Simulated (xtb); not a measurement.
MoO2FCl, SMILES [Mo](=[O])([F])([Cl])=[O], multiplicity 1. All values are semi-empirical tight-binding results from xtb (GFN2-xTB unless named), good for trends rather than for accurate numbers. Coordinates come from a GFN2-xTB optimisation. The spin state was assumed, not searched. The structure was generated by enumeration; whether it is a known compound was not checked.

Optimised geometry:

```xyz
5

Mo     0.0599    -0.2868     0.0000
O      0.8502    -0.6764    -1.3748
O      0.8502    -0.6764     1.3748
F     -1.5827    -0.9393     0.0000
Cl    -0.1104     1.8424     0.0000
```
Charge 0, spin multiplicity 1.

For metal compounds this method's bond lengths and energies can be far off.

Computed properties:
The point group as xtb finds it comes out as Cs, the orbital gap is 3.62 eV and the zero-point energy is 5.5 kcal/mol. The G − E(el) at 298.15 K (modified RRHO) is -14.2 kcal/mol.

Computed atomic charges and the Wiberg bond orders between heavy atoms:
charges (e) Mo1 1.15, O2 -0.45, O3 -0.45, F4 -0.26, Cl5 0.00. Bond orders Mo1–O2 2.13, Mo1–O3 2.13, Mo1–F4 1.12, Mo1–Cl5 1.44.
